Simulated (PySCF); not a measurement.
Z-matrix (Å, degrees):
```
Hf
C 1 2.2176
H 2 1.1072 1 112.02
H 2 1.1073 3 107.00 1 -122.87
H 2 1.1074 3 106.99 4 -114.36
C 1 2.2177 2 109.76 3 -17.12
H 6 1.1072 1 112.05 2 -18.14
H 6 1.1074 7 107.00 1 122.88
H 6 1.1074 7 106.99 8 114.36
C 1 2.2179 2 109.54 3 -137.36
H 10 1.1073 1 111.97 2 -22.21
H 10 1.1074 11 107.01 1 -123.00
H 10 1.1075 11 106.98 12 -114.38
C 1 2.2179 2 109.44 3 102.96
H 14 1.1074 1 111.95 2 -23.91
H 14 1.1074 15 107.00 1 122.95
H 14 1.1075 15 106.99 16 114.38
```
Charge 0, multiplicity 1.

Q: Give the charge on the central atom (Mulliken), LUMO, dipole moment, HOMO and total energy at the level TPSSh-D3(BJ)/def2-TZVP // r2SCAN-D4/def2-SVP run with PySCF.

A: 
```
Property                                     Result
-------------------------------------  ------------
charge on the central atom (Mulliken)        1.36 e
LUMO                                       -0.86 eV
dipole moment                             0.002 e·Å
HOMO                                       -6.69 eV
total energy                           -207.7516 Ha
```
